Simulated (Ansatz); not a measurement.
Steps of a relaxation of `[F][GaH][B](S)[SeH]` with RKS PBE0-D4/def2-TZVP.

```sh
$ ansatz run in.yaml --threads 4 --pin off --events-out ev --progress --plain --max-ram 10444MiB
```

```yaml
crystal:
  periodic: [false, false, false]
  atoms:
    - {symbol: F, position_ang: [-1.604380, 1.721080, 0.944020]}
    - {symbol: Ga, position_ang: [-1.004130, 0.666100, -0.342910]}
    - {symbol: B, position_ang: [0.669950, -0.460010, 0.202210]}
    - {symbol: S, position_ang: [1.363590, -0.250430, 1.821130]}
    - {symbol: Se, position_ang: [1.429120, -1.673140, -1.047250]}
    - {symbol: H, position_ang: [-1.830550, 0.747930, -1.711490]}
    - {symbol: H, position_ang: [0.493520, 0.666860, 2.260230]}
    - {symbol: H, position_ang: [0.482880, -1.418400, -2.125940]}
basis:
  gaussian: {orbitals: def2-TZVP}
hamiltonian: {xc: pbe0, dispersion: d4}
relax: {f_tol: 0.005, max_steps: 150}
```

Positions (Å) and forces (eV/Å) along the path, 9 of 9 steps:

```xyz
8
step=1 energy=-131987.5433 eV
F    -1.604    1.721    0.944    0.002    0.020    0.038
Ga   -1.004    0.666   -0.343   -0.072   -0.142   -0.455
B     0.670   -0.460    0.202   -0.548    0.512    0.098
S     1.364   -0.250    1.821    0.257   -0.179    0.077
Se    1.429   -1.673   -1.047    0.493   -0.430   -0.042
H    -1.831    0.748   -1.711    0.180    0.026    0.413
H     0.494    0.667    2.260   -0.122    0.121    0.051
H     0.483   -1.418   -2.126   -0.190    0.073   -0.180
8
step=2 energy=-131987.5700 eV
F    -1.584    1.718    0.938   -0.016    0.029    0.048
Ga   -1.017    0.662   -0.366    0.048   -0.055   -0.121
B     0.653   -0.445    0.191   -0.181    0.150    0.065
S     1.358   -0.260    1.812    0.069   -0.028    0.043
Se    1.454   -1.685   -1.032    0.107   -0.134   -0.098
H    -1.861    0.771   -1.687    0.017    0.014    0.099
H     0.494    0.664    2.263   -0.049    0.053    0.032
H     0.503   -1.426   -2.119    0.005   -0.031   -0.069
8
step=3 energy=-131987.5759 eV
F    -1.563    1.706    0.961    0.006    0.031    0.034
Ga   -1.013    0.674   -0.371    0.000   -0.069    0.019
B     0.642   -0.445    0.184    0.056   -0.036   -0.097
S     1.344   -0.242    1.807   -0.002   -0.024   -0.007
Se    1.470   -1.702   -1.032   -0.051    0.059    0.058
H    -1.889    0.804   -1.656   -0.034    0.035   -0.036
H     0.468    0.676    2.256   -0.009    0.007   -0.017
H     0.540   -1.470   -2.149    0.035   -0.003    0.046
8
step=4 energy=-131987.5786 eV
F    -1.528    1.710    0.973   -0.003   -0.001    0.021
Ga   -1.027    0.661   -0.368    0.029    0.030   -0.003
B     0.636   -0.451    0.174    0.074   -0.096   -0.068
S     1.326   -0.243    1.803   -0.020    0.016   -0.010
Se    1.489   -1.708   -1.025   -0.080    0.084    0.045
H    -1.919    0.828   -1.639   -0.034   -0.001   -0.011
H     0.451    0.686    2.235   -0.002   -0.016   -0.013
H     0.571   -1.484   -2.153    0.036   -0.016    0.039
8
step=5 energy=-131987.5807 eV
F    -1.489    1.702    0.996    0.006   -0.021   -0.019
Ga   -1.024    0.668   -0.374   -0.030    0.053   -0.008
B     0.643   -0.447    0.156    0.044   -0.095   -0.017
S     1.302   -0.240    1.798   -0.025    0.039   -0.008
Se    1.509   -1.717   -1.017   -0.060    0.064    0.019
H    -1.960    0.853   -1.615    0.023   -0.010    0.037
H     0.419    0.691    2.209    0.013   -0.018   -0.011
H     0.600   -1.510   -2.153    0.029   -0.012    0.008
8
step=6 energy=-131987.5815 eV
F    -1.472    1.699    1.007    0.004   -0.021   -0.022
Ga   -1.025    0.667   -0.372   -0.033    0.041   -0.012
B     0.639   -0.456    0.152    0.018   -0.031   -0.009
S     1.297   -0.228    1.792   -0.020    0.013   -0.002
Se    1.513   -1.722   -1.013   -0.017    0.023    0.013
H    -1.972    0.867   -1.602    0.029   -0.011    0.041
H     0.401    0.694    2.195    0.014   -0.010   -0.010
H     0.618   -1.520   -2.160    0.005   -0.004    0.002
8
step=7 energy=-131987.5817 eV
F    -1.472    1.693    1.012    0.004   -0.007   -0.011
Ga   -1.023    0.670   -0.372   -0.017    0.009    0.001
B     0.639   -0.458    0.150    0.001    0.002   -0.003
S     1.293   -0.228    1.791   -0.007    0.007    0.000
Se    1.514   -1.724   -1.012    0.002   -0.001    0.004
H    -1.971    0.872   -1.598    0.012   -0.001    0.013
H     0.399    0.699    2.188    0.006   -0.008   -0.002
H     0.621   -1.524   -2.161   -0.001    0.000    0.000
8
step=8 energy=-131987.5816 eV rejected
F    -1.473    1.687    1.015   -0.007    0.004   -0.004
Ga   -1.024    0.670   -0.373    0.015   -0.004    0.013
B     0.639   -0.456    0.149   -0.002   -0.005   -0.002
S     1.294   -0.225    1.790    0.006   -0.007   -0.003
Se    1.512   -1.726   -1.010    0.001    0.004    0.001
H    -1.968    0.874   -1.600   -0.007    0.003   -0.004
H     0.399    0.700    2.188   -0.006    0.005   -0.001
H     0.621   -1.525   -2.160    0.000   -0.002    0.000
8
step=9 energy=-131987.5817 eV
F    -1.473    1.692    1.013    0.001    0.000    0.000
Ga   -1.024    0.670   -0.371    0.001    0.000    0.001
B     0.639   -0.457    0.149    0.000    0.000   -0.001
S     1.293   -0.227    1.790    0.000    0.000    0.000
Se    1.515   -1.724   -1.011   -0.001    0.001    0.000
H    -1.971    0.874   -1.597    0.001   -0.001    0.000
H     0.398    0.698    2.188   -0.001    0.001    0.000
H     0.622   -1.527   -2.160    0.000    0.000    0.000
```

It took 19 s on 4 threads of an AMD EPYC 9R45 on a shared host, with 0.8 GiB of host memory at the peak.
